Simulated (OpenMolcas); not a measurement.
## neutral lithium: terms and fine structure

```json
{
 "Program": "OpenMolcas",
 "Method": "CASSCF",
 "Basis": "ANO-RCC-VQZP [5s4p3d2f1g]",
 "Scalar Hamiltonian": "DKH2, point nucleus",
 "Active space": "1 electron in 4 orbitals (2s 2p)",
 "State averaging": "2S+1 = 2 even, 1 root; 2S+1 = 2 odd, 3 roots",
 "Spin-orbit coupling": "state interaction with AMFI integrals over the reference wave functions, term energies averaged over their components"
}
```

With spin-orbit coupling, above the lowest level:

```tsv
Configuration	Term	J	E (cm⁻¹)	Measured (cm⁻¹)	g	Term weight %
2s	²S	1/2	0.0	0.0	2.002	100
2p	²P°	1/2	14850	14904	0.666	100
2p	²P°	3/2	14850	14904	1.334	100
```

Against the 2 measured excited levels shown (NIST Handbook of Basic Atomic Spectroscopic Data) the mean absolute deviation is 54 cm-1; the largest miss in energy is 2p ²P°_3/2: computed 14850, measured 14904 cm⁻¹ (-0.4 %).

ANO sets are built for ground and valence states and can reach diffuse excited orbitals poorly. With one active electron the reference holds no correlation, so core polarisation is missing. Measured partners are found by configuration, term and J. A level has none where our copy of the source lacks it or the pairing is in doubt (some pairs that miss far off the trend of their configuration count as doubtful), and it then counts in no deviation. Only configurations of the active space appear.

The term weight is that of the spin-free term in the level, not the purity of its configuration. ° marks odd parity.
